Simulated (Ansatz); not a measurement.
Start from `C[NH][Al]([F])[Br]` and change one atom or group to get `C[NH][Al]([OH])[F]`.

Ansatz, PBE0-D4/def2-TZVP geometries, multiplicity 1. Each molecule was computed in one conformer, which needn't be the lowest.

Scalar relativity is left out up to krypton.

| property | `C[NH][Al]([F])[Br]` |
| --- | --- |
| LUMO energy (PBE/def2-TZVPP) / eV | -1.52 |
| LUMO energy (ωB97M-V/def2-TZVPP) / eV | 0.98 |
| HOMO energy (ωB97M-V/def2-TZVPP) / eV | -9.61 |
| LUMO energy (PBE0/def2-TZVPP) / eV | -0.67 |
| HOMO–LUMO gap (B3LYP/def2-TZVPP) / eV | 6.09 |
| HOMO–LUMO gap (ωB97M-V/def2-TZVPP) / eV | 10.59 |

Task: Give the same properties after the change, and the shifts. (Best estimate.)

Result: Ansatz gave: 
| property | `C[NH][Al]([OH])[F]` | shift |
| --- | --- | --- |
| LUMO energy (PBE/def2-TZVPP) / eV | -1.18 | 0.34 |
| LUMO energy (ωB97M-V/def2-TZVPP) / eV | 1.24 | 0.26 |
| HOMO energy (ωB97M-V/def2-TZVPP) / eV | -9.24 | 0.37 |
| LUMO energy (PBE0/def2-TZVPP) / eV | -0.32 | 0.35 |
| HOMO–LUMO gap (B3LYP/def2-TZVPP) / eV | 6.02 | -0.07 |
| HOMO–LUMO gap (ωB97M-V/def2-TZVPP) / eV | 10.48 | -0.11 |

B3LYP here is the variant with VWN-RPA as its local correlation; programs differ in this.

Spin–orbit coupling is left out; it splits and shifts lone-pair levels of the heavy atoms by tenths of an eV.
